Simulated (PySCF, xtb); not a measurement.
Bi(H)(SiH3)2 (BiH₇Si₂), SMILES [SiH3][BiH][SiH3].

GFN2-xTB (xtb) at its own geometry gives an orbital gap of 4.21 eV and a dipole moment of 2.63 D.

Geometry: PBE0-D3(BJ)/def2-SVP. The structure was generated by enumeration; whether it is a known compound was not checked. The def2 effective core potentials stand for the cores of Bi; spin–orbit coupling is left out.

Problem. What does B3LYP/def2-TZVP (PySCF) give? (An estimate is asked for; the answer gives what the named calculation found.)

Solution. gap 6.16 eV (levels -7.04 and -0.88 eV), dipole 0.91 D.
